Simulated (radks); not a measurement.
Species: the terbium ion Tb50+. Configuration: [Ne] 3s2 3p3.

All-electron calculation, scalar-relativistic Kohn-Sham, exchange-only LDA, spin-polarised, spherical densities, point nucleus; open shells are filled with parallel spins first (spin-orbit coupling, left out, can overturn this in heavy ions). Program: a radial shooting solver on a logarithmic mesh with Libxc functionals.

Energy parts (eV):
| part | energy |
|---|---|
| total | -250319.38 |
| kinetic | 273806.20 |
| electron-nucleus | -548341.88 |
| Hartree | 27672.17 |
| exchange | -3455.87 |

Orbitals (lengths in bohr, moments of r in powers of bohr; r(max) is where P^2 peaks):
orbital  occ.  eigenvalue (eV)  <1/r>   r(max)
1s up       1        -55343.95  73.07  0.01365
1s down     1        -55333.53  73.07  0.01365
2s up       1        -11970.83  17.17  0.07710
2s down     1        -11961.45  17.18  0.07710
2p up       3        -11047.59  15.98  0.06233
2p down     3        -11036.33  15.98  0.06236
3s up       1        -4761.215  6.954   0.2076
3s down     1        -4730.731  6.943   0.2076
3p up       3        -4481.900  6.585   0.2010
3p down     0        -4451.290  6.579   0.2010

The highest occupied level is 3p up at -4481.9 eV. Summed over all electrons, <r^2> = 0.3337 bohr^2, which gives a Langevin (diamagnetic) susceptibility term of -0.264 x 10^-6 cm^3/mol. Spin moment in Bohr magnetons: 3. For comparison, the ionisation energy in NIST's Atomic Spectra Database is 4460 eV (theoretical). In exact Kohn-Sham theory the highest level is minus the ionisation energy, but local and semilocal functionals leave it too shallow, through self-interaction and a potential that decays too fast; potentials with the right tail come closer. The density falls to 0.001 e/bohr^3 at r = 0.64 bohr.
